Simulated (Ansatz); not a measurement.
A nudged elastic band was laid between two geometries of CH$_{5}$Sn (7 atoms, charge -1, multiplicity 1).

Method: RKS PBE0/def2-SVP (Ansatz).

```yaml
movable_images: 5
climbing_image: yes
spring: 5.0 eV/Å²
optimiser: quadratic models (default)
start_path: IDPP
force_threshold: 0.05 eV/Å
iteration_limit: 60
end_points: relaxed
```

Image 0:

```xyz
7
Properties=species:S:1:pos:R:3
C -0.646 -1.269 0.340
Sn 0.147 0.620 -0.094
H -0.630 -1.853 -0.608
H 0.071 -1.772 1.027
H -0.882 1.534 -1.191
H 0.198 1.658 1.327
H 1.744 1.082 -0.801
```

Image 6:

```xyz
7
Properties=species:S:1:pos:R:3
C -0.289 -1.408 -0.283
Sn 0.111 0.634 -0.036
H 0.571 -1.960 0.158
H -1.172 -1.645 0.353
H -1.173 1.647 -0.688
H 0.443 1.582 1.467
H 1.510 1.151 -0.970
```

Task: What changes between the two ends?

Result: No bond is made or broken. The dihedral H3–C1–Sn2–H6 goes from -180 to -57°. The two ends are copies of one structure, up to a mirror image or an exchange of like atoms.

Task: Give the energies along the band, and the barrier.

Result: The run converged. The highest image is number 3 of 0 to 6, 7.4 kJ/mol above the ends, which have the same energy within 2 meV. A vibrational analysis at the climbing image gives one clearly imaginary mode, 238i cm⁻¹: a first-order saddle point. Limits of this set-up: an anion without diffuse functions, the dipole of an ion depends on the origin.

```csv
image,path coordinate (Å),energy (kJ/mol),dihedral H3–C1–Sn2–H6 (°)
0,0.00,0.0,-180
1,0.43,1.6,-159
2,0.86,5.4,-140
3,1.28,7.4,-120
4,1.71,5.4,-99
5,2.13,1.7,-78
6,2.56,0.0,-57
```

Task: What is the geometry of the highest image?

Result: 
```xyz
7
Properties=species:S:1:pos:R:3
C -0.600 -1.358 -0.008
Sn 0.092 0.624 -0.084
H 0.184 -1.965 -0.511
H -0.572 -1.641 1.067
H -1.025 1.765 -0.853
H 0.376 1.539 1.413
H 1.543 1.037 -1.024
```

Task: What are the harmonic wavenumbers there?

Result: 238i, 381, 460, 503, 660, 713, 772, 777, 870, 1340, 1638, 1668, 1717, 2970, 3050 cm⁻¹.

The run took 86 s on 1 thread of Intel(R) Xeon(R) Platinum 8259CL CPU @ 2.50GHz (Skylake/Cascade Lake), on a shared host, peak memory 0.14 GiB.
